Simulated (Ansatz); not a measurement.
System: HS2, charge 0, doublet. HS2 (SMILES [S]S, doublet).
B3LYP-D3(BJ)/def2-TZVP minimum from Ansatz (a program for electronic structure):
```
S
H 1 1.3565
S 1 1.9776 2 102.01
```
Charge 0, spin multiplicity 2.

Quantity: atomisation energy (electronic, to ground-state atoms), in kJ/mol. Open shells are spin-unrestricted; no spin-orbit coupling. CBS(X,Y): correlation extrapolated as X^-3, Hartree-Fock from the larger set (Q,5: extrapolated as (X+1)exp(-9√X)). A bracket is a step between two methods taken in the basis named. The functionals are non-relativistic, so their misses hold any scalar relativity. Double hybrids freeze cores in their MP2 part. '+ core + X2C': CCSD(T) terms for core correlation (cc-pwCVTZ, 1s frozen past Ne) and scalar relativity (cc-pVTZ-DK). Where a partner has so few electrons that a lower coupled-cluster level is exact, that level stands in.

CCSD(T)/CBS(cc-pV(Q+d)Z,cc-pV(5+d)Z) + [CCSDT(Q) - CCSD(T)]/cc-pV(T+d)Z + [CCSDTQ - CCSDT(Q)]/cc-pV(D+d)Z + core + X2C (Ansatz) gives 690.3 kJ/mol.

Question: How far off this value is PBE/def2-TZVPD (Ansatz), in which direction, and which of these levels come nearer: r2SCAN/def2-TZVPD, PBE0/def2-TZVPD, wB97M-V/def2-TZVPD, B2PLYP/def2-TZVPD, CCSD(T)/CBS(cc-pV(Q+d)Z,cc-pV(5+d)Z) + core + X2C?

Answer: PBE gives 725.9 kJ/mol, 35.6 kJ/mol above it. Differences of the others: r2SCAN/def2-TZVPD (Ansatz) 17.7; PBE0/def2-TZVPD (Ansatz) 4.5; wB97M-V/def2-TZVPD (Ansatz) 9.9; B2PLYP/def2-TZVPD (Ansatz) -19.6; CCSD(T)/CBS(cc-pV(Q+d)Z,cc-pV(5+d)Z) + core + X2C (Ansatz) -1.7 kJ/mol. Nearer than PBE: r2SCAN/def2-TZVPD, PBE0/def2-TZVPD, wB97M-V/def2-TZVPD, B2PLYP/def2-TZVPD, CCSD(T)/CBS(cc-pV(Q+d)Z,cc-pV(5+d)Z) + core + X2C.
